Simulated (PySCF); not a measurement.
Ionising CaTl

PBE0; basis Ca def2-SVP, Tl def2-SVP with ECP60; scalar-relativistic core potentials; PySCF 2.14. Neutral (UKS): doublet (π ↑), Re = 3.289 Å, ωe = 118 cm⁻¹, De = 0.55 eV, HOMO -3.48 eV, LUMO -2.00 eV.

CaTl⁺ (UKS): singlet (closed shell), Re = 3.681 Å, ωe = 98.6 cm⁻¹. The energies at the minima are -849.80573 hartree for CaTl and -849.62986 for CaTl⁺.

Q: Work out the adiabatic ionisation energy, without and with harmonic zero-point energies (1 hartree = 27.2114 eV, 1 eV = 8065.5 cm⁻¹), and the change of the bond length.

A: At PBE0: 0.17587 hartree = 4.786 eV between the minima; the zero-point term (98.6 − 118.0)/2 cm⁻¹ = -0.001 eV makes it 4.784 eV. Re changes by +39.2 pm against the neutral. The electron leaves a π orbital, and the longer bond of the ion fits a bonding orbital, or a change in how ionic the bond is.

Closed-shell solutions of metal pairs were not tested for spin polarisation, which can lower them a little. These are scalar-relativistic numbers at best; spin–orbit coupling would shift them, the dissociation energy most. States were picked by a PBE0 search and need not be the measured ground states.
